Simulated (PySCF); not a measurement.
An unknown is described by computed data only.

Formula: C7H10P2.

| Item | Value |
| --- | --- |
| Polarisability | 137.4 au [CAM-B3LYP/def2-SVPD] |
| 13C NMR | chemical shifts (computed TMS as zero) by class: 145.5 (1 C), 144.7 (1 C), 140.8 (1 C), 140.0 (1 C), 137.5 (1 C), 136.2 (1 C), 20.7 (1 C) ppm [GIAO HF/pcSseg-1] |
| UV, first state | lowest singlet excitation: 5.00 eV (248 nm, f = 0.138) [TDDFT CAM-B3LYP/def2-SVPD] |
| Rotational structure | rotational constants A, B, C: 2.031, 0.679, 0.593 GHz [PBE0-D3(BJ)/def2-SVP] |
| NMR, other nuclei | isotropic shieldings of nuclei other than C and H, by class: 469 (1 P), 533 (1 P) ppm [GIAO HF/pcSseg-1] |
| 1H NMR | chemical shifts (computed TMS as zero) by class: 7.78 (1 H), 7.53 (1 H), 7.39 (1 H), 7.34 (1 H), 3.98 (1 H), 2.50 (2 H), 2.45 (3 H) ppm [GIAO HF/pcSseg-1] |
| Triplet | lowest triplet excitation (Tamm–Dancoff): 3.86 eV [TDA CAM-B3LYP/def2-SVPD] |

The electronic properties come from PySCF, for the isolated species, density fitting. Levels stand in brackets. One conformer (not necessarily the lowest) at the PBE0-D3(BJ)/def2-SVP geometry, without solvent, vibrations or thermal averaging. NMR values are class means; diastereotopic atoms form classes of their own.

Q: Propose a structure and show how it fits.

A: Numbering: `[CH3:1][c:2]1[cH:3][cH:4][cH:5][c:6]([PH:7][PH2:8])[cH:9]1`. 7 carbons fall into 7 classes; from least to most shielded: substituted aromatic carbon [C2] (145.5 ppm), aromatic CH carbon [C9] (144.7 ppm), substituted aromatic carbon [C6] (140.8 ppm), aromatic CH carbon [C5] (140.0 ppm), aromatic CH carbon [C3] (137.5 ppm), aromatic CH carbon [C4] (136.2 ppm), benzylic-type carbon [C1] (20.7 ppm). Hydrogen classes from least to most shielded: 1 H on an aromatic CH carbon, C9 (7.78 ppm), 1 H on an aromatic CH carbon, C5 (7.53 ppm), 1 H on an aromatic CH carbon, C4 (7.39 ppm), 1 H on an aromatic CH carbon, C3 (7.34 ppm), 1 H on a three-coordinate phosphorus, P7 (3.98 ppm), 2 H on a three-coordinate phosphorus, P8 (2.50 ppm, a mean of values up to 0.7 ppm apart in this geometry), 3 H on a benzylic-type carbon, C1 (2.45 ppm). The other shieldings belong to: 469 ppm, three-coordinate phosphorus [P7]; 533 ppm, three-coordinate phosphorus [P8]. The optimised geometry has point group C1 and is an asymmetric top. Structure: `Cc1cccc(PP)c1`. Computed isomers that give other values at the same levels: `CCc1pccpc1C` (lowest singlet excitation: 4.22 eV (294 nm, f = 0.004)). The assignments are read from this structure; whether some other isomer fits the data as well wasn't checked.

The values belong to the conformer `[CH3:1][c:2]1[cH:3][cH:4][cH:5][c:6]([PH:7][PH2:8])[cH:9]1`: C5–C6–P7–P8 -105°, H–P8–P7–C6 73°, H–P8–P7–C6 166°.
